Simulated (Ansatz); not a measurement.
Species: CHNO, charge 1, doublet. CHNO+ (parent SMILES N=C=O, doublet).
B3LYP-D3(BJ)/def2-TZVP minimum from Ansatz (a quantum-chemistry and plane-wave program):
```
C
O 1 1.1373
N 1 1.2605 2 171.27
H 3 1.0321 1 124.06 2 180.00
```
Charge +1, spin multiplicity 2.

Total energies in aug-cc-pVDZ, 15 correlated electrons, 3 frozen orbitals. Radicals and triplets start from unrestricted determinants; spin-orbit coupling is neglected. Correlated methods leave the cores frozen. No relativity. The UHF reference of CHNO+ (parent SMILES N=C=O, doublet) is spin-contaminated (<S^2> up to 0.13 over the pure value in the sets run). The spin of CHNO+ (parent SMILES N=C=O, doublet) was assumed, and the state is the lowest solution found for it.

```csv
method,program,energy (Eh),minus CCSDT(Q) (mEh)
HF,Ansatz,-167.41604,473.71
MP2,Ansatz,-167.84287,46.89
CCSD,Ansatz,-167.86797,21.79
CCSD(T),Ansatz,-167.88634,3.42
CCSDT(Q),Ansatz,-167.88976,0.00
```

Rough core times of Ansatz's runs on a shared machine: CCSD(T) under 20 s, CCSDT(Q) 10 min.
